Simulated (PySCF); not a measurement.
# One molecule, several mistakes: B2GeH6N cation

All numbers below are calculated, not measured. They come from PySCF 2.14.0, an open-source quantum chemistry program, on an isolated molecule that a program drew, which may never have been made. The molecule is B2GeH6N cation (charge +1, singlet), drawn as the SMILES string `[BH+][GeH2][BH]N`.

Each row is a Hartree-Fock (HF) and frozen-core CCSD(T) single point in the cc-pVDZ basis, meant for a local HF minimum. Run 1 is clean. Each other run has one planted mistake out of seven kinds, and not every kind appears here: one electron removed, one electron added, multiplicity raised by two, geometry at a saddle point, minimal basis STO-3G, one bond length entered in bohr, all coordinates scaled. The reference is restricted for singlets and unrestricted otherwise, and also for a bond in bohr. Adding or removing an electron swaps singlet and doublet. Electrons count all cores. HOMO and LUMO are orbital energies over both spins, the gradient is its largest component, and the lowest frequency (negative if imaginary) is given only where the gradient is small. Bond lengths are over the 9 bonds as drawn. T1 is the CCSD diagnostic: over 0.02 (restricted) or 0.045 (unrestricted) a single reference is doubtful. Germanium has the cc-pVDZ-PP basis, with a core potential (ECP10MDF) in place of its 10 inner electrons, and its 3s, 3p and 3d shells are frozen in CCSD(T).

Geometry of the clean run:
```xyz
10
B2GeH6N cation, angstrom
B    -0.3116   -0.6501    0.9065
Ge    1.5091    0.1345    0.1476
B     2.6079   -1.4582   -0.7018
N     3.0995   -1.3364   -1.9731
H    -1.3273   -1.0829    1.3377
H     0.9394    1.2365   -0.7463
H     2.0393    0.7274    1.4533
H     2.7876   -2.4278   -0.0316
H     2.9784   -0.5440   -2.5710
H     3.6552   -2.0602   -2.3892
```

```
run,electrons,basis functions,<S^2>,HOMO (eV),LUMO (eV),gradient (hartree/bohr),lowest frequency (cm^-1),mean bond (Å),longest bond (Å),T1,HF (hartree),CCSD(T) (hartree),mistake
1,54,95,0.000,-15.49,-4.79,2.3e-05,54,1.4492,2.123,0.0193,-400.40880,-400.88038,no fault
2,53,95,0.757,-21.45,-11.98,1.3e-01,-,1.4492,2.123,0.0236,-399.90260,-400.31745,one electron removed
3,55,95,0.768,-7.15,1.90,3.1e-02,-,1.4492,2.123,0.0153,-400.62635,-401.10823,one electron added
4,54,95,0.666,-13.30,-4.87,2.0e-02,-,1.5671,2.253,0.0618,-400.28558,-400.75746,?
5,54,95,0.000,-15.35,-4.75,2.0e-02,-,1.4898,2.182,0.0197,-400.40244,-400.87789,?
```

**Which mistake was planted in run 4, and what did it cost?**

The mean bond changes by a factor of 1.081 and the longest by 1.061, so the molecule wasn't scaled as a whole. A length L in bohr read as angstrom grows by (1/0.5292 - 1) L = 0.890 L. The 9 bonds together grew by 9 x 0.1179 = 1.061 Å, which gives L = 1.193 Å. That is the length of one of the B-H bonds, 1.192 Å in the clean geometry. So the mistake is: one bond length entered in bohr. Subtracting run 1 and multiplying by 627.51 kcal/mol a hartree, the energy moved by 77.3 kcal/mol in HF and 77.1 kcal/mol in CCSD(T).

**Which mistake was planted in run 5, and what did it cost?**

The mean and the longest bond both change by the same factor, 1.028, and the gradient is no longer small. So the mistake is: all coordinates scaled. Subtracting run 1 and multiplying by 627.51 kcal/mol a hartree, the energy moved by 4.0 kcal/mol in HF and 1.6 kcal/mol in CCSD(T).

Cautions from the logs. Run 4: T1 is over the limit, so its CCSD(T) energy is less reliable.
